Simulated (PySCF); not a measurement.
PySCF 2.14 output of a UHF calculation on a single atom or ion in dyall-acv3z (15s9p4d2f, 76 functions), with scalar relativity by spin-free X2C-1e:

```
SCF conv_tol = 1e-09
number electrons alpha = 6  beta = 2
cycle= 1 E= -96.9834894548678  delta_E= -0.00252  |g|= 0.0178  |ddm|= 0.0166
cycle= 2 E= -96.9835567462829  delta_E= -6.73e-05  |g|= 0.0032  |ddm|= 0.00308
cycle= 3 E= -96.9835593410757  delta_E= -2.59e-06  |g|= 0.000174  |ddm|= 0.000835
cycle= 4 E= -96.983559355485  delta_E= -1.44e-08  |g|= 4.09e-05  |ddm|= 0.0001
cycle= 5 E= -96.9835593564206  delta_E= -9.36e-10  |g|= 7.91e-06  |ddm|= 2.34e-05
converged SCF energy = -96.9835593564206  <S^2> = 6.0032457  2S+1 = 5.0012981
```

The run itself started from symmetry-adapted Hartree-Fock orbitals and held the occupation by maximum overlap, so the iterations belong to that start.

**Question.** Which element, charge and spin multiplicity is this?

**Answer.** F⁺ (fluorine, charge +1), multiplicity 5; the state was [He] 2s1 2p4 3d1, one real determinant (an excited configuration).

⟨L²⟩ = 8.01 against 12 for a pure F term, so this real determinant mixes terms. The outer electron is Rydberg-like, and this basis confines it to a smaller radius and binds it less than a complete one would. At UHF the highest occupied level has a positive energy, so only the finite basis holds that electron; for this excited configuration the basis is too tight for the outer shell.
